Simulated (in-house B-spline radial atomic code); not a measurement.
The numbers below are computed, except where a source is named.
## Correlation energy from the adiabatic connection: −V exp(−r²/w²), V = 4.63, w = 2.8

Two electrons in a singlet, external potential −V exp(−r²/w²), V = 4.63, w = 2.8 (atomic units). Full CI in B-splines (partial waves to l = 8, correlation up to 0.6 % small) with the density held fixed gives W(λ) = <V_ee>_λ − U, and E_c is the integral of W(λ) − W(0) from 0 to 1.

| λ | W(λ) − W(0) (hartree) |
| --- | --- |
| 0 | 0.00000 |
| 0.02 | -0.00195 |
| 0.05 | -0.00484 |
| 0.12 | -0.01135 |
| 0.25 | -0.02268 |
| 0.4 | -0.03465 |
| 0.6 | -0.04898 |
| 0.8 | -0.06169 |
| 1 | -0.07303 |

Task: Integrate the table by the trapezoid rule.

Result: The strips give -0.00002, -0.00010, -0.00057, -0.00221, -0.00430, -0.00836, -0.01107, -0.01347, which sum to -0.04010 hartree. The direct value, W(1) − W(0) + T_c with T_c = 0.03283, is -0.04020; the curve is convex, so chords lie above it and the trapezoids fall short in size by 0.25 %.

Task: Now use only three numbers: W(0) = -0.71125, the initial slope W'(0) = -0.09834 (extrapolated from the first points) and the strong-coupling limit of the point-charge-plus-continuum model, W∞ = -0.97946. What do second-order theory and the interpolation W(λ) = W∞ + (W(0) − W∞)/√(1 + 2χλ) of Seidl, Perdew and Levy give?

Result: Second order keeps the slope alone: E_c = W'(0)/2 = -0.04917, +22 % in size against -0.04020. Matching the slope fixes χ = W'(0)/(W∞ − W(0)) = -0.09834/(-0.26821) = 0.36665. Integrating, with s = √(1 + 2χ) = 1.316551, E_c = −(W(0) − W∞)(s − 1)/(s + 1) = −0.26821 × 0.316551/2.316551 = -0.03665 hartree, -8.8 % in size against the full result. At λ = 1 the formula gives W − W(0) = -0.06449 against -0.07303. Part of the miss can come from the model's W∞.
